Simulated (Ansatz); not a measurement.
Species: bromo(trifluoro)germane, sum formula GeBrF3, charge 0, multiplicity 1. 
Structure (B3LYP-D3(BJ)/def2-TZVP (Ansatz, a first-principles code) minimum search):
```
Ge
F 1 1.7117
F 1 1.7117 2 107.12
F 1 1.7117 2 107.12 3 114.65
Br 1 2.2555 2 111.73 3 -122.67
```

Basis-set convergence of Hartree-Fock and MP2 correlation energies (hartree) with Ansatz. Correlated levels leave the core frozen unless marked. Spin-orbit coupling is left out. The frozen core is the preceding noble-gas configuration, with the filled d and f shells of earlier blocks. Non-relativistic.

```json
[
 {"basis": "cc-pVDZ", "functions": "96", "E(HF)": "-4946.19735", "E(corr, MP2)": "-0.76797"},
 {"basis": "cc-pVTZ", "functions": "176", "E(HF)": "-4946.47020", "E(corr, MP2)": "-1.02711"},
 {"basis": "cc-pVQZ", "functions": "301", "E(HF)": "-4946.50757", "E(corr, MP2)": "-1.12472"},
 {"basis": "cc-pV5Z", "functions": "481", "E(HF)": "-4946.51496", "E(corr, MP2)": "-1.16732"}
]
```

Extrapolating the two largest sets (X = 4 and 5) as X^-3: E(corr) = (125·(-1.16732) - 64·(-1.12472))/61 = -1.2120 Eh, an estimate of the basis-set limit. The largest set recovers 96.3 % of it, the smallest 63.4 %.
